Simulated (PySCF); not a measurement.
Task: Give a PBE0/def2-SVP geometry of `C#CC=C1C=CC=C1`.

Result: 
```
atom  x, y, z in Å
C1     3.4756    0.3921    0.8073
C2     2.4609   -0.2173    0.5304
C3     1.3022   -0.9595    0.2028
C4     0.0454   -0.4489    0.1253
C5    -0.3738    0.9354    0.3563
C6    -1.7149    0.9901    0.1669
C7    -2.2064   -0.3486   -0.1908
C8    -1.1600   -1.2097   -0.2158
H9     4.3688    0.9366    1.0539
H10    1.4483   -2.0267   -0.0018
H11    0.2982    1.7477    0.6291
H12   -2.3439    1.8767    0.2604
H13   -3.2492   -0.5920   -0.3992
H14   -1.1784   -2.2750   -0.4445
```

Orientation and origin are arbitrary. Atoms count from 1 in this order. The 8 C–C bonds span 1.216 Å (C1≡C2, drawn triple) to 1.470 Å (C6–C7, drawn single), a spread of 0.254 Å. Of the pairs four or more bonds apart, C2···H11 is among the closest relative to their van der Waals radii: 2.92 Å, 101 % of the sum of Bondi's values. The 8 heavy atoms lie in one plane (0.001 Å rms). The 5-membered ring C4–C5–C6–C7–C8 has internal angles of 107.0° to 109.1° (sum 540°, against 540° for a flat polygon); it is planar, 0.00 Å rms from its mean plane, widest ring torsion 0°.

Bonds between heavy atoms (Å): C1≡C2 1.216, C2–C3 1.414, C3=C4 1.359, C4–C5 1.465, C5=C6 1.356, C6–C7 1.470, C7=C8 1.355, C4–C8 1.466.

Method: PySCF, PBE0/def2-SVP geometry optimisation, gas phase.

Point group: Cs (tolerance 0.08 Å). Not checked by PBE0/def2-SVP frequencies.

On an Arm Neoverse V2 with one thread, shared host, this took 29 s and 0.61 GiB of memory at its peak. That covers the optimisation of the geometry.
